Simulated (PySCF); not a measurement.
Ga(Cl)(Br)(OH) (BrClGaHO), SMILES [OH][Ga]([Cl])[Br]. Coordinates come from a PBE0-D3(BJ)/def2-SVP optimisation. The structure was generated by enumeration; whether it is a known compound was not checked. The values are those of a single conformer.

All values below come from PBE0-D3(BJ)/def2-SVP (PySCF).

Harmonic wavenumbers (cm⁻¹): 106, 151, 160, 310, 350, 440, 736, 828, 3898. Rotational constants (GHz): 3.844, 1.244, 0.9399; symmetry number 1.

### Question
Work out the zero-point energy and the ideal-gas rigid-rotor harmonic-oscillator thermochemistry at 298.15 K and 1 atm.

### Answer
ZPE = ½ Σ hcν = ½ × 6980 cm⁻¹ = 41.75 kJ/mol. H − E(el) = 60.07 kJ/mol. Entropy in J/(mol K): translation 174.95, rotation 119.91, vibration 51.69, total 346.56. G − E(el) = -43.25 kJ/mol. Cp = 82.28 J/(mol K). Modes under 150 cm⁻¹ make the vibrational entropy uncertain.
